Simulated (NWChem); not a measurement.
Molecule: C4H2F2O; SMILES Fc1cocc1F

Question: Give the equilibrium geometry at PBE0/def2-SVP (NWChem) as a list of bonds and angles, with the point group.

Answer: point group C2v; any orientation.
Bond lengths (Å): F1–C2 1.318, C2–C3 1.363, C2–C6 1.426, C3–O4 1.348, C3–H8 1.086, O4–C5 1.348, C5–C6 1.363, C5–H9 1.086, C6–F7 1.318. Bond angles (°): F1–C2–C3 127.8, F1–C2–C6 125.8, C3–C2–C6 106.3, C2–C3–O4 109.2, C2–C3–H8 132.9, O4–C3–H8 117.9, C3–O4–C5 108.9, O4–C5–C6 109.2, O4–C5–H9 117.9, C6–C5–H9 132.9, C2–C6–C5 106.3, C2–C6–F7 125.8, C5–C6–F7 127.8.
